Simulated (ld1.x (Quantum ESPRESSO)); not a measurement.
## He: variants of one ultrasoft potential

Base potential:

- Element: helium
- Generator: ld1.x (Quantum ESPRESSO) 7.5
- Type: ultrasoft
- Functional: PW91
- Relativity: non-relativistic
- Frozen core: none
- Valence charge: 2
- Reference configuration: 1s2
- Partial waves: 1s (bound): rcut 0.65, rcutus 0.80 bohr; 1s channel at -0.7 Ry: rcut 0.65, rcutus 0.80 bohr; 2p channel at 0.2 Ry: rc 0.65 bohr
- Local potential: the p channel
- Core correction: none
- Augmentation charge: PSQ, radius 0.55 bohr

Cutoffs, loose and tight: the cutoffs (Ry, on a coarse ladder) from which the occupation-weighted sum of valence levels, in a spherical-Bessel basis at the reference potential, stays within 10 and 1 mRy of its value at 400 Ry. They do not see the model core or the augmentation charge, which bear on the density cutoff. Test errors are all-electron minus pseudo excitation energies from the reference, over the configurations 1s1; 1s1.5. A dash means not determined; rows that change the core or the reference have their own tests.

| change | outcome | cutoff, loose | cutoff, tight | bound ghosts | largest test error (meV) |
| --- | --- | --- | --- | --- | --- |
| base | generated | 60 Ry | 80 Ry | none | +6.2 |
| all radii scaled by about 0.74 (s 0.60, p 0.48 bohr, rcut 0.48/0.48); augmentation PSQ, radius 0.42 bohr | generated | 90 Ry | 140 Ry | none | +24 |
| all radii scaled by about 0.83 (s 0.66, p 0.54 bohr, rcut 0.54/0.54); augmentation PSQ, radius 0.46 bohr | generated | 80 Ry | 110 Ry | none | +5.1 |
| all radii scaled by about 1.10 (s 0.88, p 0.72 bohr, rcut 0.72/0.72); augmentation PSQ, radius 0.60 bohr | generated | 50 Ry | 70 Ry | none | +9.9 |
| all radii scaled by about 1.20 (s 0.96, p 0.78 bohr, rcut 0.78/0.78); augmentation PSQ, radius 0.66 bohr | generated | 40 Ry | 55 Ry | none | +16 |
| all radii scaled by about 1.30 (s 1.04, p 0.84 bohr, rcut 0.84/0.84); augmentation PSQ, radius 0.72 bohr | generated | 35 Ry | 50 Ry | none | +24 |
| all radii scaled by about 1.37 (s 1.10, p 0.88 bohr, rcut 0.88/0.88); augmentation PSQ, radius 0.76 bohr | generated | 35 Ry | 40 Ry | none | +29 |

**Question.** What comes out with this change to the base: all radii scaled by about 0.95 (s 0.76, p 0.62 bohr, rcut 0.62/0.62); augmentation PSQ, radius 0.52 bohr?

**Answer.** outcome: generated; cutoff, loose: 70 Ry; cutoff, tight: 90 Ry; bound ghosts: none; largest test error (meV): +4.1.

Reading the sweep of the scale of all radii (base = 1) (base included, trends over the rows without a ghost): The loose cutoff falls from 90 Ry at 0.74 to 35 Ry at 1.37. A larger radius leaves more room for a smooth pseudo-wave, so fewer plane waves are needed; a smaller one forces it to follow the all-electron wave where it bends sharply. The median size of the test errors (rows with all tests solved) is not monotonic: lowest 2.3 meV at 0.95, highest 16.9 meV at 1.37.
